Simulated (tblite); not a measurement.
C5H12NSi (doublet state).
Structure used (GFN2-xTB), in Å, numbered top down from 1:
```
atom  x, y, z in Å
C1    -1.7875    1.2001    0.3146
C2    -1.9592   -0.1835    0.7992
C3    -1.4896   -1.3258   -0.0026
C4     0.0224   -1.6374    0.2329
C5     0.8987   -0.5699   -0.3168
N6     1.7349    0.0385    0.3916
Si7    2.8664    1.2965    0.1167
H8    -0.7371    1.5109    0.3948
H9    -2.0592    1.2820   -0.7390
H10   -2.3842    1.9010    0.8939
H11   -2.1776   -0.3450    1.8414
H12   -2.0452   -2.2285    0.2629
H13   -1.6280   -1.1290   -1.0693
H14    0.2518   -2.5720   -0.2850
H15    0.2166   -1.7596    1.2985
H16    0.7493   -0.3596   -1.3866
H17    2.9578    1.8204   -1.2545
H18    2.4186    2.3618    1.0131
H19    4.1414    0.7084    0.5171
```

Computed values, GFN2-xTB/tblite, gas phase, harmonic and unscaled. This tight-binding method is rough: wavenumbers can miss measured ones by several per cent, in bad cases by 10 to 20. Modes of hydrogen on silicon can be 10 to 20 % off. One conformer, not necessarily the lowest. Open shells enter through the occupations alone, without spin polarisation, and single modes of such species can be off by tens of per cent.

Harmonic wavenumbers (cm⁻¹): 43.4, 65.5, 82.4, 94.2, 122.8, 162.2, 173.8, 294.0, 341.5, 395.6, 417.9, 510.3, 555.7, 604.3, 758.1, 769.5, 803.6, 812.0, 853.7, 876.9, 903.3, 965.3, 975.0, 996.5, 1043.2, 1127.9, 1141.7, 1194.9, 1202.5, 1279.5, 1291.8, 1344.6, 1358.0, 1391.8, 1445.0, 1466.8, 1467.8, 1477.9, 1738.0, 2184.1, 2261.8, 2283.3, 2799.5, 2876.7, 2953.0, 2954.0, 2959.7, 2983.2, 3010.4, 3031.2, 3105.3.

A = 3694, B = 1048, C = 870.2 MHz; mass 114.074 u (most abundant isotopes); point group C1, symmetry number 1; spin multiplicity 2.

Q: What is the zero-point energy?

A: ½Σν̃ = 32976 cm⁻¹ = 394.48 kJ/mol.

Q: Entropy at 350 K, 1 bar (ideal gas, RRHO, classical rotation)?

A: Translation 171.26, rotation 123.11, vibration 160.45, spin (R ln 2) 5.76: S = 460.6 J/(mol K).

Q: And Cp and H(350 K) − H(0)?

A: Cp = 183.57 J/(mol K), of which vibrations give 150.32 (their classical limit is 51 R = 424.0); H(350 K) − H(0) = 39.53 kJ/mol without the zero-point energy, 27.89 from vibrations.

Q: Blend soft modes into free rotors: weight 1/[1 + (100 cm⁻¹/ν̃)⁴] for the oscillator and the rest for a rotor with moment μB/(μ + B), μ = h/(8π²ν), B = 10⁻⁴⁴ kg m². What vibrational entropy results?

A: 144.46 J/(mol K) in place of 160.45, which changes −T·S at 350 K by +5.59 kJ/mol.

Q: What must be added to the electronic energy to get the Gibbs energy at 350 K and 1 bar?

A: ZPE + [H(350 K) − H(0)] − T·S = 394.48 + 39.53 − 161.21 = 272.80 kJ/mol.

Q: How do the functions run with temperature in this model?

A: 
| T (K) | S (J/(mol K)) | Cp (J/(mol K)) | H − H(0) (kJ/mol) | G − H(0) (kJ/mol) | ln q(vib) |
| --- | --- | --- | --- | --- | --- |
| 100 | 305.2 | 86.5 | 6.07 | -24.46 | 2.33 |
| 200 | 376.4 | 123.2 | 16.54 | -58.74 | 5.46 |
| 300 | 433.9 | 163.4 | 30.85 | -99.31 | 8.33 |
| 500 | 535.4 | 237.1 | 71.24 | -196.47 | 13.73 |
| 800 | 664.4 | 311.2 | 154.41 | -377.07 | 21.28 |
| 1000 | 737.5 | 343.9 | 220.09 | -517.41 | 25.93 |

q(vib) and H(0) count from the zero-point level.

Q: Which modes carry the vibrational entropy at 350 K?

A: 43.4 cm⁻¹: 22.66; 65.5 cm⁻¹: 19.25; 82.4 cm⁻¹: 17.35; 94.2 cm⁻¹: 16.25; 122.8 cm⁻¹: 14.09; 162.2 cm⁻¹: 11.84 J/(mol K); the other 45 give 59.01 together.

Hindered rotation and anharmonicity are outside this model. Other conformers, if any are populated, would add a mixing term that is left out. The structure is chiral; the term R ln 2 for an equal mix with its mirror image is left out.

Hardware: Intel Xeon Platinum 8259CL at 2.50 GHz, one thread, no GPU, shared host. Cost: 1.1 s wall. The figure is for the frequency step alone.
